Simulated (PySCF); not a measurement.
In(Cl)3 cation (Cl3In), SMILES [Cl][In]([Cl])[Cl] (connectivity only; charge and spin as stated), charge +1, multiplicity 2. Atoms are numbered in the order given.

```xyz
4

In     0.0000     0.0000     0.2846
Cl     0.0000     0.0000     2.5409
Cl     0.0000     1.3906    -1.6806
Cl     0.0000    -1.3906    -1.6806
```
Charge +1, spin multiplicity 2.

Geometry optimised at PBE0-D3(BJ)/def2-SVP. The multiplicity is an assumed one; other spin states were not compared. The isomer is the one that the SMILES or the coordinates give; other isomers of the formula were not compared. The def2 effective core potentials stand for the cores of In; spin–orbit coupling is left out.

All values below come from IEF-PCM-B3LYP/def2-SVP (PySCF).

The values are the electrostatic part of the solvation free energy, E(continuum) − E(gas) at the gas-phase geometry, in a cavity of scaled van der Waals radii (PySCF's table); cavitation and dispersion terms are not included. A continuum can't describe solvent molecules that bind to the metal.

| solvent | ε | ΔG(elec) (kcal/mol) |
|---|---|---|
| water | 78.36 | -64.1 |
| cyclohexanone | 15.62 | -60.4 |
| chloroform | 4.71 | ? |

Fill in the missing entries. (An estimate is asked for; the answer gives what the named calculation found.)


- chloroform, ΔG(elec) (kcal/mol): -49.9
